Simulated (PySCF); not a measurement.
# Bond lengths and vibrations by method: ClGeH3NO

These are calculations, not measurements. The program is PySCF 2.14.0, an open-source quantum chemistry code, run on an isolated molecule that a program drew, which may never have been made. The molecule is ClGeH3NO (charge 0, doublet), drawn as the SMILES string `[NH2][Ge]([OH])[Cl]`.

The geometry was optimised and harmonic frequencies were computed with HF and MP2, all in the cc-pV(D+d)Z basis, for the commonest isotopes, with a restricted reference for singlets and an unrestricted one otherwise, and a frozen core in MP2. Germanium has the cc-pVDZ-PP basis, with a core potential (ECP10MDF) in place of its 10 inner electrons, and its 3s, 3p and 3d shells are frozen in MP2. Each result is a local minimum of its method.

Geometry at the HF minimum:
```xyz
7
ClGeH3NO, angstrom
N    -0.2868    1.9287   -1.5829
Ge   -1.7347    2.7021   -0.7883
O    -3.0989    1.7614   -1.4066
Cl   -1.6155    2.4015    1.3829
H    -0.4684    1.6193   -2.5239
H     0.5645    2.4626   -1.5610
H    -3.8441    1.6899   -0.8258
```

Lengths of the bonds as drawn, in Å (atoms numbered as above):
| bond | HF | MP2 |
|---|---|---|
| N1-Ge2 | 1.824 | 1.848 |
| Ge2-O3 | 1.769 | 1.804 |
| Ge2-Cl4 | 2.195 | 2.195 |
| N1-H5 | 1.007 | 1.025 |
| N1-H6 | 1.005 | 1.024 |
| O3-H7 | 0.947 | 0.970 |

Rotational constants, in GHz:
| constant | HF | MP2 |
|---|---|---|
| A | 5.782 | 5.648 |
| B | 2.79 | 2.767 |
| C | 2.138 | 2.11 |

Harmonic frequencies in cm^-1, each column in rising order, so a row needn't be the same motion in every method:
```
rank    HF   MP2
   1    97    94
   2   159   163
   3   214   212
   4   244   235
   5   268   279
   6   395   398
   7   567     ?
   8   714   686
   9   744   711
  10   903   866
  11   955   925
  12  1677  1560
  13  3732  3521
  14  3837  3633
  15  4149  3837
```

**Estimate the missing MP2 frequency from the HF column.**

A single factor s that minimises the squared misfit of MP2 against s times HF over the other rows is sum(HF x MP2) / sum(HF^2) = 0.9389, with an rms misfit of 24 cm^-1. For rank 7 it gives 0.9389 x 567 = 532 cm^-1. The calculation gives 602 cm^-1, 70 cm^-1 above the estimate. The drawn bonds are on average 1.6 % longer in MP2 than in HF.
